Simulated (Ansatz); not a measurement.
C2H6O2Si (`C[SiH2]C(=O)O`). Total charge 0; spin multiplicity 1. Geometry: relaxed with PBE0-D4/def2-TZVP. It is one conformer, not always the lowest.

```xyz
11

C     0.357    0.860    1.487
Si    0.224    0.677   -0.357
C    -0.412   -1.104   -0.722
O    -0.657   -1.919    0.128
O    -0.562   -1.368   -2.033
H     1.047    0.119    1.893
H    -0.617    0.703    1.955
H     0.716    1.855    1.757
H    -0.746    1.628   -0.959
H     1.533    0.831   -1.043
H    -0.882   -2.282   -2.106
```

(1) What is the dipole moment at PBE/def2-TZVPP? (Estimate.)

(2) And with r2SCAN, B3LYP, ωB97M-V? (Best estimate.)

(3) Give the Mulliken charges with PBE, ωB97M-V, B3LYP in def2-TZVPP. (Best estimate.)

Answers

(1) The calculation gave: 0.80 D, with components (0.23, 0.71, -0.28) D in this frame, pointing from negative to positive charge.

(2) Ansatz gave: r2SCAN 0.87 D, B3LYP 0.97 D, ωB97M-V 0.99 D.

(3) The calculation gave: 
```
atom    PBE  ωB97M-V  B3LYP
  C1  -0.36    -0.43  -0.37
 Si2   0.24     0.26   0.32
  C3   0.18     0.22   0.22
  O4  -0.26    -0.32  -0.31
  O5  -0.21    -0.26  -0.26
  H6   0.12     0.13   0.11
  H7   0.12     0.13   0.11
  H8   0.11     0.12   0.10
  H9  -0.05    -0.02  -0.06
 H10  -0.05    -0.02  -0.06
 H11   0.18     0.18   0.19
```

B3LYP here is the variant with VWN-RPA as its local correlation; programs differ in this.
